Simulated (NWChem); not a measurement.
System: CH$_{7}$FN$_{2}$Si; SMILES [SiH](N)(N)CF

NWChem input:

```
start job
memory heap 200 mb stack 900 mb global 1100 mb
geometry units angstroms noautoz
  N     -1.348120    -1.287524    -0.400863
  Si     0.001564    -0.574134     0.405113
  N      1.466130    -0.800380    -0.467277
  C     -0.024318     1.315912     0.651402
  F      0.299420     1.950677    -0.543306
  H     -1.576497    -1.058889    -1.361384
  H     -2.160786    -1.602783     0.115129
  H     -0.035467    -1.183864     1.771812
  H      1.862949     0.003334    -0.940798
  H      1.689094    -1.669920    -0.935300
  H      0.710037     1.622824     1.419052
  H     -1.013530     1.676492     0.986245
end
basis spherical
  N library 6-31+g*
  Si library 6-31+g*
  C library 6-31+g*
  F library 6-31+g*
  H library 6-31+g*
end
dft
  xc hfexch
  iterations 150
  mulliken
end
task dft energy
```

Excerpt of the output:

```
             Northwest Computational Chemistry Package (NWChem) 7.3.0
             --------------------------------------------------------

 C1  symmetry detected

                             Geometry "geometry" -> ""
                             -------------------------

 Output coordinates in angstroms (scale by  1.889725989 to convert to a.u.)

  No.       Tag          Charge          X              Y              Z
 ---- ---------------- ---------- -------------- -------------- --------------
    1 N                    7.0000    -0.96444575    -1.59781612    -0.57955732
    2 Si                  14.0000     0.01482314    -0.58430144     0.41743312
    3 N                    7.0000     1.61972284    -0.44556600    -0.18444275
    4 C                    6.0000    -0.50365927     1.24223651     0.58636260
    5 F                    9.0000    -0.13817278     1.94300971    -0.55836298
    6 H                    1.0000    -1.07027242    -1.42570522    -1.57263796
    7 H                    1.0000    -1.75535561    -2.10274079    -0.19801481
    8 H                    1.0000    -0.11259396    -1.19254898     1.77934646
    9 H                    1.0000     1.88939163     0.43277984    -0.61273116
   10 H                    1.0000     2.12155449    -1.23298012    -0.57559781
   11 H                    1.0000    -0.00865889     1.71301392     1.45590387
   12 H                    1.0000    -1.59301814     1.35156997     0.73475937

 Effective nuclear repulsion energy (a.u.)     247.8807429676

  xc_inp: hfexch multiplicative factor not found.

                                 NWChem DFT Module
                                 -----------------

 Summary of "ao basis" -> "ao basis" (spherical)
 ------------------------------------------------------------------------------
       Tag                 Description            Shells   Functions and Types
 ---------------- ------------------------------  ------  ---------------------
 N                          6-31+g*                  8       18   4s3p1d
 Si                         6-31+g*                 10       22   5s4p1d
 C                          6-31+g*                  8       18   4s3p1d
 F                          6-31+g*                  8       18   4s3p1d
 H                          6-31+g*                  2        2   2s

            General Information
            -------------------
          SCF calculation type: DFT
          Wavefunction type:  closed shell.
          No. of atoms     :    12
          No. of electrons :    50
           Alpha electrons :    25
            Beta electrons :    25
          Charge           :     0
          Spin multiplicity:     1
          Use of symmetry is: off; symmetry adaption is: off
          Maximum number of iterations: 150
          AO basis - number of functions:   108
                     number of shells:    56
          Convergence on energy requested:  1.00D-06
          Convergence on density requested:  1.00D-05
          Convergence on gradient requested:  5.00D-04

              XC Information
              --------------
                     Hartree-Fock (Exact) Exchange  1.000

      Superposition of Atomic Density Guess
      -------------------------------------

 Sum of atomic energies:        -537.93843755

      Non-variational initial energy
      ------------------------------

 Total energy =    -540.183495
 1-e energy   =   -1233.461112
 2-e energy   =     445.396874
 HOMO         =      -0.311455
 LUMO         =       0.013534

     ---------------------------------------------
      Total Density - Mulliken Population Analysis
     ---------------------------------------------

    Atom       Charge   Shell Charges
 -----------   ------   -------------------------------------------------------
    1 N    7     8.43   2.00  0.82  2.69  0.84  1.89  0.01  0.17  0.01
    2 Si  14    12.72   2.00  2.00  5.97  0.91  1.46  0.02  0.10 -0.00  0.02  0.24
    3 N    7     8.44   2.00  0.82  2.69  0.86  1.88  0.04  0.16  0.01
    4 C    6     6.39   2.00  0.70  1.74  0.68  1.03  0.11  0.07  0.05
    5 F    9     9.43   2.00  0.95  3.42  1.01  2.03 -0.06  0.06  0.01
    6 H    1     0.51   0.41  0.10
    7 H    1     0.50   0.41  0.10
    8 H    1     1.07   0.47  0.60
    9 H    1     0.50   0.41  0.10
   10 H    1     0.50   0.41  0.09
   11 H    1     0.75   0.47  0.28
   12 H    1     0.75   0.47  0.28

   convergence    iter        energy       DeltaE   RMS-Dens  Diis-err
 ---------------- ----- ----------------- --------- --------- ---------
 d= 0,ls=0.0,diis     1   -539.1513337144 -7.87D+02  7.88D-03  7.27D-01
 d= 0,ls=0.0,diis     2   -539.2261952493 -7.49D-02  2.35D-03  1.91D-01
 d= 0,ls=0.0,diis     3   -539.2457765447 -1.96D-02  1.02D-03  7.05D-03
 d= 0,ls=0.0,diis     4   -539.2469331213 -1.16D-03  1.58D-04  2.02D-04
 d= 0,ls=0.0,diis     5   -539.2469631388 -3.00D-05  5.33D-05  2.76D-05
  Resetting Diis
 d= 0,ls=0.0,diis     6   -539.2469671439 -4.01D-06  1.96D-05  1.31D-06
 d= 0,ls=0.0,diis     7   -539.2469675126 -3.69D-07  4.45D-06  1.06D-07

         Total DFT energy =     -539.246967512563
      One electron energy =    -1238.187914047533
           Coulomb energy =      502.508547345181
    Exchange-Corr. energy =      -51.448343777773
 Nuclear repulsion energy =      247.880742967562

 Numeric. integr. density =        0.000000000000

                       DFT Final Molecular Orbital Analysis
                       ------------------------------------

 Vector   23  Occ=2.000000D+00  E=-4.612778D-01
              MO Center= -3.9D-01, -1.3D-01,  3.0D-01, r^2= 3.5D+00
   Bfn.  Coefficient  Atom+Function         Bfn.  Coefficient  Atom+Function
  ----- ------------  ---------------      ----- ------------  ---------------
    26      0.276927   2 Si py               62     -0.250655   4 C  py
    80      0.210949   5 F  py              100     -0.196744   8 H  s
     4      0.188862   1 N  py                3     -0.187881   1 N  px
    84      0.159808   5 F  py                8      0.158783   1 N  py
    66     -0.156021   4 C  py               61      0.153900   4 C  px

 Vector   24  Occ=2.000000D+00  E=-4.140356D-01
              MO Center=  6.6D-01, -7.0D-01, -1.9D-01, r^2= 3.1D+00
   Bfn.  Coefficient  Atom+Function         Bfn.  Coefficient  Atom+Function
  ----- ------------  ---------------      ----- ------------  ---------------
    45      0.391772   3 N  pz               49      0.345150   3 N  pz
     4      0.294601   1 N  py                8      0.247714   1 N  py
    43      0.186702   3 N  px               10      0.168350   1 N  s
    47      0.155182   3 N  px               62      0.115805   4 C  py
     7     -0.107453   1 N  px                3     -0.105341   1 N  px

 Vector   25  Occ=2.000000D+00  E=-3.903300D-01
              MO Center=  2.1D-02, -7.1D-01, -6.2D-02, r^2= 3.7D+00
   Bfn.  Coefficient  Atom+Function         Bfn.  Coefficient  Atom+Function
  ----- ------------  ---------------      ----- ------------  ---------------
     4     -0.270994   1 N  py                3      0.262139   1 N  px
     8     -0.240268   1 N  py               45      0.239719   3 N  pz
     7      0.231815   1 N  px               49      0.219804   3 N  pz
    43      0.215318   3 N  px               62     -0.210960   4 C  py
    47      0.177009   3 N  px              100     -0.174388   8 H  s

 Vector   26  Occ=0.000000D+00  E= 5.875219D-02
              MO Center= -7.5D-01, -6.2D-01, -9.3D-01, r^2= 1.5D+01
   Bfn.  Coefficient  Atom+Function         Bfn.  Coefficient  Atom+Function
  ----- ------------  ---------------      ----- ------------  ---------------
    32      6.333122   2 Si s                68     -3.822300   4 C  s
    10     -2.547252   1 N  s                50     -2.049657   3 N  s
    28      1.773697   2 Si s                35     -1.232430   2 Si pz
    70      1.118921   4 C  py               34      0.894145   2 Si py
    31     -0.678368   2 Si pz               33     -0.565619   2 Si px

 Vector   27  Occ=0.000000D+00  E= 7.136587D-02
              MO Center= -2.5D-01, -8.5D-01,  9.9D-01, r^2= 1.6D+01
   Bfn.  Coefficient  Atom+Function         Bfn.  Coefficient  Atom+Function
  ----- ------------  ---------------      ----- ------------  ---------------
    68      2.915849   4 C  s                33      1.898248   2 Si px
    50     -1.814876   3 N  s                34     -1.358415   2 Si py
    32     -1.321824   2 Si s                35     -0.967576   2 Si pz
    70     -0.961174   4 C  py               28      0.594913   2 Si s
    11     -0.403105   1 N  px               10     -0.350737   1 N  s

 Vector   28  Occ=0.000000D+00  E= 7.726439D-02
              MO Center=  3.6D-01, -2.2D-01,  1.1D+00, r^2= 1.7D+01
   Bfn.  Coefficient  Atom+Function         Bfn.  Coefficient  Atom+Function
  ----- ------------  ---------------      ----- ------------  ---------------
    68      3.754268   4 C  s                32     -3.074231   2 Si s
    34     -2.646357   2 Si py               10     -1.820346   1 N  s
    50      1.528163   3 N  s                33     -1.189563   2 Si px
    70     -1.118488   4 C  py               69      0.703461   4 C  px
    35     -0.501319   2 Si pz               13     -0.469191   1 N  pz

     ---------------------------------------------
      Total Density - Mulliken Population Analysis
     ---------------------------------------------

    Atom       Charge   Shell Charges
 -----------   ------   -------------------------------------------------------
    1 N    7     8.35   2.00  0.74  2.49  0.93  1.91  0.06  0.20  0.02
    2 Si  14    12.38   2.00  2.00  5.97  0.85  1.61 -0.23 -0.17 -0.01  0.03  0.32
    3 N    7     8.39   2.00  0.74  2.50  0.94  1.91  0.08  0.20  0.02
    4 C    6     6.41   2.00  0.64  1.91  0.69  0.95  0.09  0.05  0.07
    5 F    9     9.39   2.00  0.93  3.29  1.06  2.08 -0.04  0.07  0.02
    6 H    1     0.58   0.49  0.09
    7 H    1     0.58   0.49  0.09
    8 H    1     1.18   0.51  0.67
    9 H    1     0.56   0.48  0.07
   10 H    1     0.57   0.49  0.08
   11 H    1     0.80   0.52  0.28
   12 H    1     0.81   0.53  0.28

     -------------------------------------------
      Total Density - Lowdin Population Analysis
     -------------------------------------------

    Atom       Charge   Shell Charges
 -----------   ------   -------------------------------------------------------
    1 N    7     7.92   1.99  0.68  2.35  0.55  1.86  0.10  0.35  0.03
    2 Si  14    13.15   2.00  1.97  5.89  0.48  1.46  0.19  0.51  0.08  0.12  0.46
    3 N    7     7.91   1.99  0.68  2.36  0.54  1.86  0.10  0.34  0.03
    4 C    6     6.25   1.99  0.52  1.76  0.39  1.21  0.08  0.16  0.13
    5 F    9     9.42   1.99  0.91  3.17  0.74  2.05  0.15  0.38  0.03
    6 H    1     0.68   0.45  0.23
    7 H    1     0.68   0.45  0.23
    8 H    1     1.02   0.50  0.51
    9 H    1     0.67   0.45  0.22
   10 H    1     0.68   0.45  0.23
   11 H    1     0.80   0.49  0.31
   12 H    1     0.81   0.49  0.31

     Multipole analysis of the density
     ---------------------------------

     L   x y z        total         alpha         beta         nuclear
     -   - - -        -----         -----         ----         -------
     0   0 0 0      0.000000    -25.000000    -25.000000     50.000000

     1   1 0 0     -0.396429     -0.198215     -0.198215     -0.000000
     1   0 1 0     -0.431812     -0.215906     -0.215906      0.000000
     1   0 0 1     -0.014588     -0.007294     -0.007294      0.000000

     2   2 0 0    -25.814308    -86.864880    -86.864880    147.915452
     2   1 1 0      1.061823     -0.949094     -0.949094      2.960011
     2   1 0 1     -1.828575      0.694638      0.694638     -3.217851
     2   0 2 0    -30.936940   -161.207257   -161.207257    291.477575
     2   0 1 1      2.730480     -3.486302     -3.486302      9.703084
     2   0 0 2    -27.836328    -47.740516    -47.740516     67.644705
```

Level: Hartree-Fock/6-31+G* (spherical d). All runs use the structure optimised with PBE0/def2-SVP. No frequency run checked for a minimum.
